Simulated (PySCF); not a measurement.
**A ladder of Hamiltonians for Cl¹³⁺ (chlorine, charge +13)**

Occupied: 1s1/2, 2s1/2. Hartree-Fock calculated with PySCF 2.14 in an uncontracted even-tempered set (17 s from 0.72 bohr⁻², ratio 2.7; 11 p from 0.86 bohr⁻², ratio 2.7), Gaussian nucleus throughout. NR is non-relativistic, sf-X2C the spin-free one-electron X2C Hamiltonian, X2C adds the bare one-electron spin-orbit term, X2C-SNSO screens it by Boettger's factors, DC is four-component Dirac-Coulomb, and the Gaunt and Breit terms are added at first order (total energies over the DC spinors, levels after relaxing the spinors in that mean field). QED terms are absent. Levels marked empty are virtual spinors of this ion.

| level (eV) | NR | sf-X2C | X2C | X2C-SNSO |
| --- | --- | --- | --- | --- |
| 1s1/2 | -3479.5 | -3491.3 | -3491.3 | -3491.3 |
| 2s1/2 | -742.11 | -745.31 | -745.31 | -745.31 |
| 2p1/2 (empty) | -654.20 | -655.07 | -656.81 | -656.60 |
| 2p3/2 (empty) | -654.20 | -655.07 | -654.21 | -654.31 |
| 3s1/2 (empty) | -285.08 | -286.03 | -286.03 | -286.03 |

Q: Where do the four-component calculations put these levels?

A: 1s1/2: DC -3492.2, DC+Gaunt -3490.4, DC+Breit -3490.4; 2s1/2: DC -745.38, DC+Gaunt -745.21, DC+Breit -745.23; 2p1/2 (empty): DC -656.64, DC+Gaunt -656.36, DC+Breit -656.40; 2p3/2 (empty): DC -654.32, DC+Gaunt -654.15, DC+Breit -654.20; 3s1/2 (empty): DC -286.04, DC+Gaunt -286.00, DC+Breit -286.01 (eV).

```json
{"Hamiltonian": "NR", "E (hartree)": "-335.3516", "E − E(DC) (hartree)": "1.3139", "CPU seconds": "0.2"}
{"Hamiltonian": "sf-X2C", "E (hartree)": "-336.6293", "E − E(DC) (hartree)": "0.0362", "CPU seconds": "0.11"}
{"Hamiltonian": "X2C", "E (hartree)": "-336.6293", "E − E(DC) (hartree)": "0.0362", "CPU seconds": "0.11"}
{"Hamiltonian": "X2C-SNSO", "E (hartree)": "-336.6293", "E − E(DC) (hartree)": "0.0362", "CPU seconds": "0.11"}
{"Hamiltonian": "DC", "E (hartree)": "-336.6655", "E − E(DC) (hartree)": "0.0000", "CPU seconds": "1.8"}
{"Hamiltonian": "DC+Gaunt", "E (hartree)": "-336.5913", "E − E(DC) (hartree)": "0.0742", "CPU seconds": "3.1"}
{"Hamiltonian": "DC+Breit", "E (hartree)": "-336.5925", "E − E(DC) (hartree)": "0.0729", "CPU seconds": "24"}
```

Weight of the small component: 1s1/2 0.00371, 2s1/2 0.000768, 2p1/2 0.000727, 2p3/2 0.000724, 3s1/2 0.000288.

Koopmans' value for the highest occupied level at DC+Breit: 745.23 eV, against an ionisation energy of 750.23 ± 0.19 eV (semi-empirical (NIST evaluation); NIST Atomic Spectra Database, ionization energies); the former lacks relaxation, correlation, QED and recoil.

The whole ladder took 30 s of wall time on 1 thread of Neoverse-V1 (shared host), launched as `OMP_NUM_THREADS=1 python relrun2.py TASK.json OUT` (a driver that calls PySCF for each Hamiltonian).
